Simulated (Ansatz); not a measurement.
A nudged elastic band was laid between two geometries of CH$_{5}$AlFN (9 atoms, charge 0, multiplicity 1).

Theory: RKS B3LYP-D4/def2-SVP in Ansatz.

* movable images: 2
* climbing image: no
* spring: 5.0 eV/Å²
* optimiser: quadratic models (default)
* start path: IDPP
* force threshold: 0.05 eV/Å
* iteration limit: 60
* end points: relaxed

Image 0:

```xyz
9
Properties=species:S:1:pos:R:3
F 1.023 1.565 1.070
C -0.011 1.226 0.196
N 0.260 0.030 -0.517
Al -0.209 -1.638 -0.051
H -0.139 2.090 -0.482
H -0.923 1.105 0.806
H 0.932 0.175 -1.269
H 0.371 -2.817 -0.928
H -1.214 -1.783 1.159
```

Image 3:

```xyz
9
Properties=species:S:1:pos:R:3
F -1.055 0.054 -2.246
C 0.458 0.858 1.182
N 0.635 0.346 0.032
Al -0.671 -0.915 -0.914
H -0.467 0.619 1.724
H 1.190 1.529 1.653
H 1.512 0.607 -0.430
H 0.269 -2.157 -1.249
H -1.782 -0.987 0.232
```

Task: What changes between the two ends?

Result: Bonds broken: F1–C2. Bonds formed: F1–Al4. The dihedral H6–C2–N3–H7 goes from 165 to 0°.

Task: Give the energies along the band, and the barrier.

Result: The forces met the threshold. The highest image is number 1 of 0 to 3, 0.187 eV above the first end and 1.589 eV above the last; the last end lies 1.402 eV below the first. The dihedral H6–C2–N3–H7 jumps by 114° between images 0 and 1, so the path isn't resolved there. Neighbouring images differ by up to 1.6 eV, so the band resolves the path poorly. No image climbed, so the highest image needn't sit at the top of the path. So few images can step over the top or miss a turn of the path. The orbitals stay closed-shell, which can raise the energy where a bond breaks towards radicals; this wasn't checked here.

```
image  path coordinate (Å)  energy (eV)  F1–C2 (Å)  F1–Al4 (Å)  dihedral H6–C2–N3–H7 (°)
    0                 0.00        0.000       1.40        3.61                       165
    1                 2.90        0.187       1.38        4.05                       -82
    2                 5.80        0.168       1.47        2.47                       -23
    3                 8.69       -1.402       3.83        1.69                         0
```

Task: What is the geometry of the highest image?

Result: 
```xyz
9
Properties=species:S:1:pos:R:3
F 1.183 2.059 0.415
C 0.217 1.083 0.597
N 0.491 -0.065 -0.218
Al -0.614 -1.381 -0.730
H -0.766 1.508 0.323
H 0.210 0.851 1.683
H 1.496 -0.235 -0.258
H 0.040 -2.698 -1.312
H -2.168 -1.169 -0.517
```

The band took 18 iterations and of the order of 60 core-seconds.

The run took 63 s on 1 thread of Intel(R) Xeon(R) 6975P-C (Granite Rapids) (shared host), peak memory 0.18 GiB.
